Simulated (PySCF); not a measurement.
Excitations are Tamm–Dancoff values on a coarser integration grid. The basis has no diffuse functions, so Rydberg states are missing or too high.

Cartesian coordinates (Å):
```xyz
4

Cl     1.9526     0.0110     0.0593
Ga    -0.2121    -0.0012    -0.0065
H     -0.8786     1.4055    -0.0136
H     -0.8619    -1.4153    -0.0392
```
Charge 0, multiplicity 1.

**Question.** What S1–T1 gap (TDA), HOMO, LUMO, total energy and T1 excitation (TDA) does PBE-D3(BJ)/def2-TZVP // B3LYP-D3(BJ)/def2-TZVP run with PySCF give?

**Answer.** 
* **S1–T1 gap (TDA)**: 0.21 eV
* **HOMO**: -7.12 eV
* **LUMO**: -2.64 eV
* **total energy**: -2385.8218 Ha
* **T1 excitation (TDA)**: 4.35 eV
